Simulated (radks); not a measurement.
Valence configurations of Ag II (all share [Kr]). All-electron calculation, scalar-relativistic Kohn-Sham, PBE, spin-unpolarised, spherical densities, finite nucleus; Fermi nuclear charge, rms radius 4.5454 fm. Program: a radial shooting solver on a logarithmic mesh with Libxc functionals. Energies are relative to 4d10; eigenvalues in eV.

valence          E (eV)    e(4d)   e(5p)    e(5s)
4d10              0.000  -15.639       -        -
4d9.5 5p0.5       5.051  -18.181  -7.249        -
4d9 5s1           5.395  -19.244       -  -12.762
4d9 5p1          10.945  -20.728  -8.079        -
4d8.5 5s0.5 5p1  14.735  -22.585  -8.525  -14.427
4d8 5s1 5p1      19.112  -24.490  -8.972  -15.133
4d7.5 5s1.5 5p1  24.099  -26.438  -9.416  -15.836
4d7 5s2 5p1      29.720  -28.423  -9.856  -16.534

NIST lists [Kr] 4d10 as the ground configuration; this level of theory agrees among the configurations tried. The energies are those of spherical spin-averaged densities, not of single terms.
